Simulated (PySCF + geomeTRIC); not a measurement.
A geometry relaxed with PBE0-D4/def2-TZVP run with PySCF + geomeTRIC, charge 0, multiplicity 1:

```xyz
7

O     -0.5392    -1.5878     0.1402
H      2.2927    -0.3764    -0.3230
O      1.6426     0.3201    -0.2505
H     -1.4583    -1.8070     0.2824
H     -0.8251     2.1987     0.0524
Al     0.0030     0.0058     0.0049
O     -1.0935     1.2846     0.1251
```

Question: Write the SMILES of this molecule.

Answer: `[OH][Al]([OH])[OH]`
